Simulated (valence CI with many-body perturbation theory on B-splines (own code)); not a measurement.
## Hg XLVIII: electric-dipole lines

Calculated by valence CI with perturbative core correlation (CI+MBPT): five valence electrons over a frozen Dirac-Fock core [Ar] 3d10, radial functions for each j: 9 s, 9 p, 8 d, 6 f, 3 g, 1 h, with the one-electron correlation potential Σ1 (screened to all orders), the two-electron term Σ2, the three-electron term Σ3, Breit, model QED; selected single and double excitations, second order for the rest (own B-spline code, finite nucleus).

The last digits are not significant, and no measured levels were compared; by estimate large intervals hold to a few tenths of a per cent, small ones and those within an open d or f shell to about a per cent. Among the levels kept, up to 370 cm⁻¹ of a level comes from second order outside the variational space, and about a tenth of that is noise between levels of different J, which matters for small intervals.

Lines 101 to 150 of 220 in falling wavelength, among levels below 3986.7 × 10³ cm⁻¹, chosen from the strongest by gf and those to the six lowest levels. Wavelengths and rates use the calculated energies. Electric multipoles are in the length gauge, E1 and E2 with the static RPA response of the core. Weak lines are less certain than strong ones. Lines between different terms over intervals too small for the method are left out, as are lines whose strength nearly cancels. The highest levels of a list are the least certain.

Levels are named by their leading jj configuration (3d3/2^4 stands for four electrons in 3d with j = 3/2), which in mixed levels can hold well under half, so a name can repeat and another be missing. Letters in brackets count levels of one name in rising energy.

```
λ vac (Å)                               Upper                               Lower   A (s⁻¹)  S (a.u.)
    70.71  (4s^2 4p1/2 4p3/2 4d3/2) J=3/2 [a]          (4s^2 4p1/2 4p3/2^2) J=3/2  7.42e+09  5.18e-03
    70.64  (4s^2 4p1/2 4p3/2 4d3/2) J=1/2 [a]          (4s^2 4p1/2 4p3/2^2) J=3/2  8.86e+09  3.08e-03
    70.61          (4s^2 4p1/2^2 4d3/2) J=3/2          (4s^2 4p1/2^2 4p3/2) J=3/2  2.27e+10  1.58e-02
    70.34  (4s 4p1/2^2 4p3/2 4d5/2) J=5/2 [b]  (4s^2 4p1/2 4p3/2 4d3/2) J=5/2 [a]  1.64e+09  1.69e-03
    69.90  (4s 4p1/2^2 4p3/2 4d3/2) J=1/2 [b]          (4s 4p1/2^2 4p3/2^2) J=3/2  1.80e+10  6.05e-03
    69.26  (4s 4p1/2^2 4p3/2 4d3/2) J=5/2 [b]          (4s 4p1/2^2 4p3/2^2) J=3/2  2.20e+09  2.16e-03
    69.12  (4s 4p1/2^2 4p3/2 4d3/2) J=1/2 [b]          (4s 4p1/2^2 4p3/2^2) J=1/2  1.37e+10  4.46e-03
    68.87          (4s^2 4p1/2 4d3/2^2) J=5/2  (4s^2 4p1/2 4p3/2 4d3/2) J=3/2 [a]  1.06e+10  1.02e-02
    68.64          (4s^2 4p1/2 4d3/2^2) J=5/2  (4s^2 4p1/2 4p3/2 4d3/2) J=5/2 [a]  9.54e+09  9.13e-03
    67.90          (4s^2 4p3/2^2 4d3/2) J=1/2                (4s^2 4p3/2^3) J=3/2  8.35e+09  2.58e-03
    66.95  (4s^2 4p1/2 4p3/2 4d3/2) J=3/2 [b]          (4s^2 4p1/2 4p3/2^2) J=1/2  1.56e+09  9.24e-04
    66.57  (4s^2 4p1/2 4p3/2 4d3/2) J=1/2 [b]          (4s^2 4p1/2 4p3/2^2) J=1/2  2.48e+08  7.22e-05
    66.23  (4s 4p1/2^2 4p3/2 4d3/2) J=3/2 [b]          (4s 4p1/2^2 4p3/2^2) J=5/2  1.03e+10  5.93e-03
    64.85  (4s^2 4p1/2 4p3/2 4d3/2) J=5/2 [b]          (4s^2 4p1/2 4p3/2^2) J=5/2  3.48e+09  2.81e-03
    64.28  (4s^2 4p1/2 4p3/2 4d3/2) J=3/2 [b]          (4s^2 4p1/2 4p3/2^2) J=5/2  1.76e+09  9.21e-04
    64.09  (4s 4p1/2^2 4p3/2 4d5/2) J=5/2 [a]          (4s 4p1/2^2 4p3/2^2) J=3/2  1.70e+09  1.32e-03
    63.81          (4s^2 4p1/2^2 4f5/2) J=5/2          (4s^2 4p1/2^2 4d5/2) J=5/2  1.04e+10  8.03e-03
    62.98  (4s^2 4p1/2 4p3/2 4d5/2) J=3/2 [a]          (4s^2 4p1/2 4p3/2^2) J=1/2  1.63e+09  8.04e-04
    62.89  (4s 4p1/2^2 4p3/2 4d3/2) J=5/2 [b]          (4s 4p1/2^2 4p3/2^2) J=5/2  4.00e+09  2.95e-03
    62.85  (4s^2 4p1/2 4p3/2 4d3/2) J=5/2 [b]          (4s^2 4p1/2 4p3/2^2) J=3/2  1.49e+09  1.10e-03
    62.31  (4s^2 4p1/2 4p3/2 4d3/2) J=3/2 [b]          (4s^2 4p1/2 4p3/2^2) J=3/2  2.45e+08  1.17e-04
    62.25  (4s^2 4p1/2 4p3/2 4d5/2) J=7/2 [a]          (4s^2 4p1/2 4p3/2^2) J=5/2  1.05e+09  9.98e-04
    62.13  (4s 4p1/2^2 4p3/2 4d5/2) J=3/2 [a]          (4s 4p1/2^2 4p3/2^2) J=3/2  7.50e+10  3.55e-02
    61.98  (4s^2 4p1/2 4p3/2 4d3/2) J=1/2 [b]          (4s^2 4p1/2 4p3/2^2) J=3/2  1.61e+10  3.78e-03
    61.52  (4s 4p1/2^2 4p3/2 4d5/2) J=3/2 [a]          (4s 4p1/2^2 4p3/2^2) J=1/2  2.24e+10  1.03e-02
    60.61  (4s^2 4p1/2 4p3/2 4d5/2) J=3/2 [a]          (4s^2 4p1/2 4p3/2^2) J=5/2  1.68e+10  7.38e-03
    60.54          (4s^2 4p1/2^2 4f7/2) J=7/2          (4s^2 4p1/2^2 4d5/2) J=5/2  1.34e+11  1.17e-01
    59.82  (4s^2 4p1/2 4p3/2 4d5/2) J=5/2 [a]          (4s^2 4p1/2 4p3/2^2) J=5/2  1.18e+11  7.46e-02
    58.86  (4s^2 4p1/2 4p3/2 4d5/2) J=3/2 [a]          (4s^2 4p1/2 4p3/2^2) J=3/2  1.47e+11  5.92e-02
    58.60  (4s 4p1/2^2 4p3/2 4d5/2) J=5/2 [a]          (4s 4p1/2^2 4p3/2^2) J=5/2  1.97e+11  1.18e-01
    58.52  (4s 4p1/2^2 4p3/2 4d3/2) J=5/2 [a]          (4s^2 4p1/2^2 4d5/2) J=5/2  3.97e+07  2.36e-05
    58.37      (4s 4p1/2^2 4p3/2 4d5/2) J=1/2          (4s 4p1/2^2 4p3/2^2) J=3/2  3.87e+10  7.60e-03
    58.35  (4s 4p1/2^2 4p3/2 4d3/2) J=3/2 [a]          (4s^2 4p1/2^2 4d5/2) J=5/2  8.35e+08  3.27e-04
    58.19          (4s^2 4p1/2^2 4d5/2) J=5/2          (4s^2 4p1/2^2 4p3/2) J=3/2  2.73e+11  1.59e-01
    58.11  (4s^2 4p1/2 4p3/2 4d5/2) J=5/2 [a]          (4s^2 4p1/2 4p3/2^2) J=3/2  4.09e+10  2.38e-02
    57.83      (4s 4p1/2^2 4p3/2 4d5/2) J=1/2          (4s 4p1/2^2 4p3/2^2) J=1/2  4.01e+11  7.66e-02
    57.56  (4s 4p1/2^2 4p3/2 4d5/2) J=3/2 [b]          (4s 4p1/2^2 4p3/2^2) J=3/2  5.03e+10  1.89e-02
    57.35  (4s^2 4p1/2 4p3/2 4d5/2) J=3/2 [b]          (4s^2 4p1/2 4p3/2^2) J=1/2  3.41e+11  1.27e-01
    57.03  (4s 4p1/2^2 4p3/2 4d5/2) J=3/2 [b]          (4s 4p1/2^2 4p3/2^2) J=1/2  3.03e+11  1.11e-01
    56.96  (4s 4p1/2^2 4p3/2 4d5/2) J=3/2 [a]          (4s 4p1/2^2 4p3/2^2) J=5/2  5.59e+10  2.04e-02
    56.94      (4s^2 4p1/2 4p3/2 4d5/2) J=1/2          (4s^2 4p1/2 4p3/2^2) J=1/2  4.65e+11  8.47e-02
    56.88  (4s 4p1/2^2 4p3/2 4d5/2) J=5/2 [b]          (4s 4p1/2^2 4p3/2^2) J=3/2  6.13e+11  3.34e-01
    56.73  (4s 4p1/2^2 4p3/2 4d5/2) J=7/2 [a]          (4s 4p1/2^2 4p3/2^2) J=5/2  3.34e+11  2.41e-01
    56.64      (4s 4p1/2^2 4p3/2 4d3/2) J=7/2          (4s^2 4p1/2^2 4d5/2) J=5/2  7.50e+10  5.38e-02
    56.15  (4s^2 4p1/2 4p3/2 4d5/2) J=5/2 [b]          (4s^2 4p1/2 4p3/2^2) J=5/2  1.17e+11  6.11e-02
    56.07  (4s^2 4p1/2 4p3/2 4d5/2) J=7/2 [b]          (4s^2 4p1/2 4p3/2^2) J=5/2  6.79e+11  4.72e-01
    55.76          (4s^2 4p1/2 4d3/2^2) J=5/2          (4s 4p1/2^2 4p3/2^2) J=3/2  1.45e+10  7.44e-03
    55.37  (4s^2 4p1/2 4p3/2 4d5/2) J=3/2 [b]          (4s^2 4p1/2 4p3/2^2) J=5/2  9.40e+10  3.15e-02
    54.77  (4s 4p1/2^2 4p3/2 4d5/2) J=7/2 [b]          (4s 4p1/2^2 4p3/2^2) J=5/2  3.75e+11  2.43e-01
    54.64  (4s^2 4p1/2 4p3/2 4d5/2) J=5/2 [b]          (4s^2 4p1/2 4p3/2^2) J=3/2  8.96e+11  4.33e-01
```
